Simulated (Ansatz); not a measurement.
Consider the ligand exchange at the Al–C bond: `C[S][Al]([CH3])[F]` + HCl → `C[S][Al]([F])[Cl]` + CH₄.

Gas-phase electronic energies from Ansatz, PBE0-D4/def2-TZVP geometries. CCSD(T)/CBS is the MP2 limit (def2-TZVPP, def2-QZVPP) plus CCSD(T) − MP2 in def2-TZVPP, frozen cores. This one scheme is used for every species. DFT in def2-TZVPP. One conformer a species, not always the lowest.

`C[S][Al]([CH3])[F]`:

```xyz
11

C     1.233   -0.271    1.523
S     0.243   -1.721    1.026
Al   -0.897   -0.901   -0.623
C    -0.760    0.923   -1.270
F    -1.941   -1.959   -1.342
H     0.977   -0.005    2.547
H     1.058    0.590    0.879
H     2.288   -0.538    1.474
H     0.250    1.151   -1.623
H    -1.001    1.649   -0.489
H    -1.449    1.083   -2.102
```

HCl:

```xyz
2

Cl   -0.477    0.422   -0.056
H     0.477   -0.422    0.056
```

`C[S][Al]([F])[Cl]`:

```xyz
8

C    -1.383    0.069    0.375
S     0.019   -1.035    0.769
Al    1.591   -0.142   -0.385
F     1.273    1.195   -1.288
Cl    3.511   -0.929   -0.389
H    -1.095    0.866   -0.308
H    -2.171   -0.529   -0.079
H    -1.746    0.504    1.305
```

CH₄:

Cartesian coordinates in Å:
```
C 0.000 0.000 0.000
H 0.308 0.361 -0.981
H -1.057 0.218 0.152
H 0.588 0.498 0.771
H 0.161 -1.076 0.058
```

| species | r2SCAN energy (Eh) |
| --- | --- |
| `C[S][Al]([CH3])[F]` | -820.37230 |
| HCl | -460.78587 |
| `C[S][Al]([F])[Cl]` | -1240.72019 |
| CH₄ | -40.50087 |

**Question.** Work out ΔE.

**Answer.** ΔE = (-1240.72019) + (-40.50087) − (-820.37230) − (-460.78587) = -0.06289 Eh = -165.1 kJ/mol. CCSD(T)/CBS gives -161.0 kJ/mol.

Largest T1 diagnostic among the species: 0.011.

In def2-TZVPP, CCSD(T) changes the Hartree–Fock value by +19.3 kJ/mol (the triples alone add +1.5 kJ/mol) and MP2 by +14.9 kJ/mol. From PBE to PBE0 (25 % exact exchange), in def2-TZVPP and without D4, ΔE moves by −4.3 kJ/mol. At CCSD(T), def2-SVP lies −5.4 kJ/mol from the extrapolated value and def2-TZVPP +2.5 kJ/mol.
